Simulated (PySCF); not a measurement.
## EPR parameters of C5H2F5O

C5H2F5O (doublet state).
Numbering: `[O:1]=[C:2][C@@H:3]([C:4]([F:5])=[C:6]([F:7])[F:8])[CH:9]([F:10])[F:11]` (hydrogens: H12 on C3; H13 on C9)

Geometry (GFN2-xTB, Å), atoms numbered from 1 in this order:
```xyz
13
C5H2F5O angstrom
O     -0.072    2.615   -0.115
C     -0.730    1.640   -0.139
C     -0.406    0.170   -0.057
C      0.813   -0.072    0.776
F      0.624   -0.014    2.107
C      2.051   -0.216    0.300
F      2.310   -0.281   -0.998
F      3.148   -0.339    1.019
C     -1.610   -0.628    0.477
F     -2.705   -0.360   -0.258
F     -1.365   -1.949    0.344
H     -0.226   -0.143   -1.094
H     -1.837   -0.422    1.533
```

The hyperfine couplings belong to this conformer and change with its torsions.

Theory: PySCF 2.14.0, UKS B3LYP, pcH-1 on C F H O, non-relativistic, mean-field spin-orbit, GIAO. One conformer (not necessarily the lowest) at the GFN2-xTB geometry, without solvent, vibrations or thermal averaging. The geometry wasn't refined by DFT: couplings that depend on bond lengths, twists or pyramidal angles can differ widely from those at the functional's own minimum. The SCF solution wasn't tested for stability.

```
g1, g2, g3   : 1.99452, 2.00208, 2.00467
g_iso        : 2.00042
Form of g    : rhombic: the two nearest values differ by 26 % of g3 − g1
⟨S²⟩         : 0.7534 (exact 0.7500)
Total energy : -766.09279 Eh
```

Hyperfine couplings atom by atom, in MHz; T1 to T3 are the principal values of the dipolar part; ρ(0) is the spin density at the nucleus:

```tsv
atom	isotope	a_iso	T1	T2	T3	Mulliken spin population	ρ(0) (bohr⁻³)
O1	17O	-41.5	-104.8	48.1	56.7	0.23	0.0684
C2	13C	377.4	-51.2	-47.5	98.7	0.65	0.3357
C3	13C	142.4	-14.7	-13.7	28.4	0.06	0.1267
C4	13C	15.7	-7.7	-0.2	7.8	-0.01	0.0139
F5	19F	-4.4	-16.0	4.3	11.7	0.00	-0.0010
C6	13C	11.7	-6.4	-5.5	12.0	0.06	0.0104
F7	19F	10.5	-16.5	-10.8	27.3	0.00	0.0025
F8	19F	16.9	-20.0	-17.0	37.0	0.00	0.0040
C9	13C	-0.5	-1.5	-1.1	2.6	0.00	-0.0004
F10	19F	20.9	-8.2	-4.7	12.9	0.00	0.0050
F11	19F	6.5	-1.5	-0.2	1.7	0.00	0.0016
H12	1H	-10.4	-8.6	-4.9	13.5	0.00	-0.0023
H13	1H	-0.1	-3.1	-2.4	5.6	0.00	0.0000
```

The largest Mulliken spin populations are on C2 (+0.65), O1 (+0.23) and C3 (+0.06).

Axes: g1 points within 13° of the O1–C2 bond.

Under fast tumbling the dipolar parts average out, and these isotropic splittings remain: 1 × 19F (F10, I = 1/2, 2 lines) with 0.74 mT, 1 × 19F (F8, I = 1/2, 2 lines) with 0.60 mT, 1 × 19F (F7, I = 1/2, 2 lines) with 0.37 mT, 1 × 1H (H12, I = 1/2, 2 lines) with 0.37 mT, 1 × 19F (F11, I = 1/2, 2 lines) with 0.23 mT and 1 × 19F (F5, I = 1/2, 2 lines) with 0.16 mT.

The 13C coupling of C2 (377.4 MHz) shows only in satellite lines or after enrichment, since that isotope makes up about 1.07 % of natural carbon.

The 17O coupling of O1 (-41.5 MHz) shows only in satellite lines or after enrichment, since that isotope makes up about 0.038 % of natural oxygen.

Examples of negative spin density at the nucleus (bohr⁻³): H12 (-0.0023) and F5 (-0.0010).
